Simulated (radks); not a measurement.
Results of a calculation; reference values are marked as such.
Task: Excited configurations of Cl XVII: one electron is placed in a higher orbital outside the bare nucleus. The ground configuration is 1s1. Code: a radial shooting solver on a logarithmic mesh with Libxc functionals. Model: scalar-relativistic Kohn-Sham, SCAN, spin-polarised, spherical densities, finite nucleus; open shells are filled with parallel spins first; meta-GGA in the generalised Kohn-Sham scheme; Fermi nuclear charge, rms radius 3.3654 fm. Excitation = E - E(ground); binding = E(ion) - E, where the ion is the core of charge +17; n* = 17/sqrt(2 binding) in atomic units. These energies are relativistic, and a one-electron ion of charge +17 with no core already has n* below n in this formula (scalar-relativistic equation, point nucleus: 2p 1.998, 3d 2.999, 4p 3.996, 4f 3.999, 5d 4.998, 5f 4.999, 6p 5.996, 7d 6.998, 7f 6.999). The quantum defect is therefore taken as that value minus n*, so that it holds no relativistic shift of the bare ion.

outer orbital  excitation (eV)  binding (eV)     n*  quantum defect  eigenvalue (eV)  <r> (bohr)
2p                      2968.8        978.59  2.005          -0.007          -951.19      0.2942
3d                      3514.1        433.31  3.012          -0.014          -418.92      0.6200
4p                      3701.4        245.96  3.998          -0.002          -240.05       1.350
4f                      3703.6        243.78  4.016          -0.017          -235.31       1.063
5d                      3790.4        156.96  5.005          -0.007          -152.92       2.030
5f                      3790.8        156.62  5.010          -0.012          -151.99       1.857
6p                      3837.9        109.46  5.994           0.002          -107.01       3.112
7d                      3867.1        80.249  7.000          -0.002          -78.339       4.147

Estimate the row for 7f.

Result: excitation (eV) 3867.2; binding (eV) 80.165; n* 7.004; quantum defect -0.005; eigenvalue (eV) -78.089; <r> (bohr) 3.974. The Delta-SCF ionisation energy is 3947.4 eV (NIST Atomic Spectra Database: 3946.3 eV, theoretical). Self-interaction in the functional shifts the binding energies and quantum defects, so they are the method's values and not measured ones.
